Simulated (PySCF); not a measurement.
GeH3, SMILES [GeH3] (connectivity only; charge and spin as stated), charge +1, multiplicity 1.

Geometry: r2SCAN-D4/def2-TZVPD. The multiplicity is an assumed one; other spin states were not compared. The isomer is the one that the SMILES or the coordinates give; other isomers of the formula were not compared.

Two levels are set side by side: PBE/def2-TZVPD (PySCF) and ωB97X/def2-TZVPD (PySCF). Same geometry, gas phase. Differences are taken from unrounded values.

| quantity | ωB97X |
|---|---|
| orbital gap (eV) | 11.89 |
| highest occupied level (eV) | -19.76 |
| lowest empty level (eV) | -7.87 |
| mean polarisability (bohr³) | 22.4 |

**Question.** What does PBE give, and how far is it from ωB97X? (Estimate from the structure and the level; the computed values follow.)

**Answer.** 
```json
[
 {"quantity": "orbital gap (eV)", "PBE": "4.91", "PBE minus ωB97X": "-6.98"},
 {"quantity": "highest occupied level (eV)", "PBE": "-15.98", "PBE minus ωB97X": "3.78"},
 {"quantity": "lowest empty level (eV)", "PBE": "-11.08", "PBE minus ωB97X": "-3.21"},
 {"quantity": "mean polarisability (bohr³)", "PBE": "22.9", "PBE minus ωB97X": "0.5"}
]
```

Without exact exchange PBE keeps part of each electron's self-repulsion, which lifts occupied levels and narrows the gap. Differences between two approximate levels are no errors against the true value.

Rough cost on one machine, each run with all the roots and properties that it gave: ωB97X against PBE within a factor of 2.
